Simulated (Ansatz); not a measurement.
`Cl[SiH2][S][GeH3]` + `[GeH3][SeH]` → `[GeH3][Se][GeH3]` + `S[SiH2]Cl` at 500 K and 1 bar (ligand exchange at a Ge–S bond).

Program: Ansatz. Geometries: PBE0-D4/def2-TZVP. ΔE: electronic, gas phase. CCSD(T)/CBS is the MP2 limit (def2-TZVPP, def2-QZVPP) plus CCSD(T) − MP2 in def2-TZVPP, frozen cores. For Ge, Se outer-core shells are correlated without core-valence functions, which leaves a few kJ/mol of doubt a bond. Scalar relativity is left out up to krypton. One conformer a species, not always the lowest.

| species | CCSD(T)/CBS energy (Eh) | H − E (kJ/mol) | S (J/(mol·K)) |
| --- | --- | --- | --- |
| `Cl[SiH2][S][GeH3]` | -3225.84041 | 165.3 | 449.1 |
| `[GeH3][SeH]` | -4479.23116 | 112.4 | 340.9 |
| `[GeH3][Se][GeH3]` | -6556.56757 | 172.0 | 434.9 |
| `S[SiH2]Cl` | -1148.50980 | 107.1 | 347.8 |

H − E and S are ideal-gas, rigid-rotor, harmonic terms from PBE0-D4/def2-TZVP, for one conformer and one mirror image of each species. 1 Eh = 2625.50 kJ/mol, R = 8.31446 J/(mol·K).

**Question.** By hand: ΔE, ΔH, ΔS and ΔG.

**Answer.** ΔE = (-6556.56757) + (-1148.50980) − (-3225.84041) − (-4479.23116) = -0.00580 Eh = -15.2 kJ/mol. Δ(H − E) = 172.0 + 107.1 − 165.3 − 112.4 = 1.4, so ΔH = -13.8 kJ/mol. ΔS = 434.9 + 347.8 − 449.1 − 340.9 = -7.3 J/(mol·K). ΔG = -13.8 − 500 × (-7.3)/1000 = -10.2 kJ/mol.

**Question.** By hand: the equilibrium constant, and the temperature at which ΔG would vanish if ΔH and ΔS stayed fixed.

**Answer.** log₁₀ K = −ΔG/(RT ln 10) = 1.1. ΔG = 0 at ΔH/ΔS = 1890 K, though so small a ΔS makes that figure unsure.

The number of gas molecules stays the same, so ΔS is small and ΔH decides. A doubt of 5 kJ/mol in ΔE shifts log₁₀ K by 0.5 here. Other conformers and mirror images would add mixing entropy, several J/(mol·K) or more a flexible species. Modes under 60 cm⁻¹, often nearly free rotors, make the harmonic entropy too high. These are equilibria of isolated gas molecules and say nothing of rates. Largest T1 diagnostic: 0.011 (customary marks: 0.02 for closed shells, 0.045 for open ones).
